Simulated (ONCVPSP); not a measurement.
## Transferability test, ONCV potential for Si

* Element: Si (Z = 14)
* Generator: ONCVPSP 4.0.1
* Type: optimised norm-conserving Vanderbilt (ONCV)
* Functional: revPBE
* Relativity: scalar-relativistic
* Frozen core: [He]
* Valence charge: 12
* Reference configuration: 2s2 2p6 3s2 3p0.5 (charge +1.5)
* Partial waves: 2s+3s: rc 1.15 bohr, ncon 4, nbas 7, qcut 12.6 1/bohr, 2 projectors; 2p+3p: rc 1.10 bohr, ncon 4, nbas 8, qcut 12.6 1/bohr, 2 projectors
* Local potential: polynomial inside 1.00 bohr (lpopt 2, dvloc0 4 Ha)
* Core correction: none

Energies are relative to the spin-unpolarised reference configuration 2s2 2p6 3s2 3p0.5; without spin polarisation the order of configurations can differ from experiment.

Task: Give the all-electron excitation energy and the error of the potential for: 2s2 2p6 3s2 3p2; 2s2 2p6 3s2 3p1; 2s2 2p6 3s2 3p0; 2s2 2p6 3s1 3p3.

Result:

```json
{"valence configuration": "2s2 2p6 3s2 3p2", "charge": "0", "ΔE all-electron (eV)": "-14.600", "error AE − PS (meV)": "+1.6"}
{"valence configuration": "2s2 2p6 3s2 3p1", "charge": "+1", "ΔE all-electron (eV)": "-6.879", "error AE − PS (meV)": "+0.4"}
{"valence configuration": "2s2 2p6 3s2 3p0", "charge": "+2", "ΔE all-electron (eV)": "9.088", "error AE − PS (meV)": "+0.3"}
{"valence configuration": "2s2 2p6 3s1 3p3", "charge": "0", "ΔE all-electron (eV)": "-7.802", "error AE − PS (meV)": "+2.8"}
```
